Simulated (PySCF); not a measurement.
## C$_{8}$H$_{9}$F$_{3}$: full NMR table

```
Formula                               : C8H9F3
SMILES                                : C=C(/C=C\C)C(=C)C(F)(F)F
Point group of the computed structure : C1
Degrees of unsaturation               : 3
Carbon signals                        : 8
Proton signals                        : 7
```

Atoms are numbered as in `[CH2:1]=[C:2](/[CH:3]=[CH:4]\[CH3:5])[C:6](=[CH2:7])[C:8]([F:9])([F:10])[F:11]`; H(Xn) means a hydrogen on atom n. Ha(C7) is cis to C2; Ha(C1) is cis to C3; Hb(C7) is trans to C2; Hb(C1) is trans to C3.

- shielding tensors at PBE0/pcSseg-1 (GIAO)
- coordinates at the PBE0-D3(BJ)/def2-SVP level
- spin–spin couplings from B3LYP/pcJ-1 (spin–dipole term only in couplings to heteroatoms)
- program: PySCF 2.14
- averaged over atoms made equivalent by symmetry, fast rotation or ring inversion, relativity neglected, no solvent, a single conformation

Chemical shifts δ = σref − σ; 1H (σ = 31.27 ppm), 13C (σ = 184.41 ppm) vs TMS; CFCl3 for 19F (σ = 177.25 ppm), all at this level.

| carbon | δC, type | δH (multiplicity, J in Hz) | HMBC from (abs. J ≥ 3 Hz) | span of the C tensor (ppm) |
| --- | --- | --- | --- | --- |
| C1 | 127.6, CH2 | Hb(C1) 6.13 (dqt, 1.9, 1.8, 1.0); Ha(C1) 5.59 (dqt, 1.9, 1.7, 1.3) | H(C3) | 206 |
| C2 | 146.5, C | – | H(C3), Hb(C7), Ha(C7), H(C4) | 223 |
| C3 | 138.1, CH | 6.36 (d of sext, 12.9, 2.3) | Hb(C1), Ha(C1), H(C5) | 197 |
| C4 | 139.9, CH | 5.79 (dqd, 12.9, 8.5, 1.1) | H(C5) | 226 |
| C5 | 20.3, CH3 | 1.58 (dd, 8.5, 2.6) | H(C3), H(C4) | 21 |
| C6 | 146.3, C | – | H(C3), Hb(C1), Ha(C1) | 213 |
| C7 | 130.7, CH2 | Hb(C7) 6.28 (t, 1.5); Ha(C7) 5.83 (qd, 2.1, 1.5) | – | 226 |
| C8 | 128.7, C | – | Hb(C7), Ha(C7) | 13 |

Other nuclei:
```json
{"atoms": "F9/F10/F11", "nucleus": "19F", "environment": "fluorine of a CF3 group", "δ (ppm)": "-79.8", "σ (ppm)": "257.1"}
```

Selected couplings (Hz, signed; the shortest-range and largest first, 30 at most; isotopes 13C, 19F, 1H): 1J(C8,F9) -337.7, 1J(C1,Hb(C1)) 173.1, 1J(C7,Hb(C7)) 173.1, 1J(C7,Ha(C7)) 172.8, 1J(C1,Ha(C1)) 168.8, 1J(C3,H(C3)) 166.3, 1J(C4,H(C4)) 162.0, 1J(C5,H(C5)) 134.1, 2J(C6,F9) 30.5, 2J(Hb(C7),Ha(C7)) 1.5, 3J(H(C3),H(C4)) 12.9, 3J(H(C4),H(C5)) 8.5, 3J(C7,F9) 5.7, 4J(H(C3),H(C5)) -2.6, 4J(C1,F10) 2.3, 4J(F9,Ha(C7)) 2.1, 4J(Hb(C1),H(C3)) -1.9, 4J(Ha(C1),H(C3)) -1.9.

- Carbon types of the structure: 3 × C, 2 × CH, 2 × CH2, 1 × CH3, which accounts for all hydrogens.
- δC 146.5, 146.3: fully substituted alkene carbon; the olefinic region.
- δC 139.9, 138.1: alkene CH; the olefinic region.
- δC 130.7, 127.6: terminal =CH2 carbon; as expected for a trigonal carbon in a double bond.
- δC 128.7: CF3 carbon; 3 electronegative neighbours deshield it.
- δH 6.28, 6.13, 5.83, 5.59: hydrogen on a terminal =CH2 carbon; olefinic region.
- The protons at 6.36 and 5.79 share a coupling of 12.9 Hz (vicinal, cis across C=C).
- The protons at 5.79 and 1.58 share a coupling of 8.5 Hz (vicinal).

C–F couplings over four or more bonds (about 3 Hz to the para carbon of a fluoroarene) are left out. Common functionals overestimate the size of one-bond C–F couplings by tens of Hz; these are unscaled. Splittings below 1 Hz are ignored in the labels, and close J values are merged. Unscaled 3J(H,H) at this level run about 10 % above measured values. Shifts are as computed. Against solution values, carbons near 30 ppm lie about +2 ppm off and those near 130 ppm about +5 ppm (rms about the fit 1.9 ppm; single classes can miss by 10 ppm). Of 1328 compounds with measured shifts, 309 miss one by over three times the rms of a fit or turn the order of signals round; such compounds aren't used in these exercises. Signals without a measured value on file couldn't be tested in this way; 1H shifts scatter by 0.2 ppm about their fit, and single ones miss by 0.5 ppm. Unscaled 19F shifts against computed CFCl3 carry errors that often reach 10 to 50 ppm.
